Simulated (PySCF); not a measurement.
A calculated (LDA, PySCF 2.14, ANO-RCC-VTZP, scalar relativity by spin-free X2C-1e) atom or ion has these occupied shells.

| shell | electrons | orbital energy (eV) | rms radius, mean of both spins (bohr) |
| --- | --- | --- | --- |
| 1s β | 1 | -40133.8 | 0.0281 |
| 1s α | 1 | -40133.8 | 0.0281 |
| 2s α | 1 | -6436.0 | 0.114 |
| 2s β | 1 | -6435.9 | 0.114 |
| 2p α | 3 | -5776.0 | 0.102 |
| 2p β | 3 | -5776.0 | 0.102 |
| 3s α | 1 | -1394.3 | 0.298 |
| 3s β | 1 | -1394.2 | 0.298 |
| 3p α | 3 | -1183.5 | 0.298 |
| 3p β | 3 | -1183.4 | 0.298 |
| 3d α | 5 | -879.40 | 0.275 |
| 3d β | 5 | -879.35 | 0.275 |
| 4s α | 1 | -288.52 | 0.676 |
| 4s β | 1 | -288.43 | 0.676 |
| 4p α | 3 | -219.15 | 0.717 |
| 4p β | 3 | -219.05 | 0.717 |
| 4d α | 5 | -118.32 | 0.795 |
| 4d β | 5 | -118.21 | 0.795 |
| 5s α | 1 | -44.227 | 1.57 |
| 5s β | 1 | -43.616 | 1.57 |
| 5p α | 3 | -26.206 | 1.82 |
| 5p β | 3 | -25.448 | 1.82 |
| 5d α | 2 | -4.654 | 2.90 |
| 6s α | 1 | -4.353 | 4.42 |
| 6s β | 1 | -3.845 | 4.42 |

Task: Name the element and its charge.

Result: Ce (cerium, neutral), in [Xe] 5d2 6s2, high-spin 3F determinant (an excited configuration).
